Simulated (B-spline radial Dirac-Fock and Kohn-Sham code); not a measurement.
**Binding energies of I⁺**

System: the I⁺ ion in the configuration [Kr] 4d10 5s2 5p4; nuclear rms radius 4.75 fm (A = 127).

The run's input, task.json:

```json
{"items": [{
  "Z": 53,
  "q": 1,
  "cfg": [[1, 0, 2], [2, 0, 2], [2, 1, 6], [3, 0, 2], [3, 1, 6], [3, 2, 10], [4, 0, 2], [4, 1, 6], [4, 2, 10], [5, 0, 2], [5, 1, 4]],
  "A": 127,
  "rrms": 4.75,
  "do": ["binding"]
}]}
```

Launch: `python xray_run.py task.json out`

The computed values come from a radial B-spline solver: ΔSCF Dirac-Fock with Breit, self-energy and vacuum polarisation, finite nucleus, configuration average. Electron correlation is not included. Energies are counted from the vacuum level. Subshells whose hole state is unreliable or did not converge are left out.

All terms are in eV, carry their sign (relaxation lowers the binding energy) and add up to the binding energy; ⟨r⟩ is the mean radius of the orbital in the initial state.

```tsv
subshell	−ε (Koopmans)	relaxation	Breit	QED	binding energy	⟨r⟩ (bohr)
1s	33370.8	-67.49	-76.89	-39.19	33187.2	0.027
2s	5262.3	-36.15	-7.29	-4.94	5213.9	0.117
2p1/2	4923.7	-39.77	-12.30	0.35	4872.0	0.099
2p3/2	4623.8	-38.42	-8.05	-0.20	?	0.104
3s	1112.4	-15.69	-1.04	-1.01	1094.7	0.312
3p1/2	971.4	-16.24	-1.89	0.07	953.3	0.303
3p3/2	913.4	-15.70	-1.08	-0.03	896.6	0.314
3d3/2	668.0	-17.33	-0.58	0.10	650.2	0.286
3d5/2	655.9	-17.10	-0.25	0.07	638.7	0.289
4s	220.8	-5.39	-0.15	-0.20	215.0	0.741
4p1/2	169.3	-5.12	-0.29	0.02	163.9	0.775
4d3/2	73.29	-4.29	-0.01	0.02	69.01	0.911
4d5/2	71.46	-4.20	0.04	0.02	67.32	0.923
5s	32.23	-0.71	-0.01	-0.03	31.49	1.961
5p	19.53	-0.51	-0.01	0.00	19.01	2.366
```

Question: Which binding energy belongs in the row of 2p3/2?

Answer: 4577.2 eV, the sum of the terms in that row (to rounding).

For the deepest level, K (1s), the Breit terms make up -0.232 % of the binding energy, QED -0.118 % and orbital relaxation -0.203 %.

Spin-orbit splittings: 2p 294.9 eV, 3p 56.73 eV, 3d 11.49 eV, 4d 1.70 eV.

Going to the tabulated ground configuration of the next ion removes an electron from O2,3 (5p), computed at 19.01 eV. NIST lists 19.13126 eV as the ionisation energy of this species (measured), +0.12 eV from the computed value. Where a p, d or f shell is open in either ion the computed value averages over both j values and all terms, while the table refers to the lowest levels; that difference holds spin-orbit splitting (largest in heavy or highly charged ions), term energies where several electrons share open shells, and correlation, and it can reach 10 % or more.
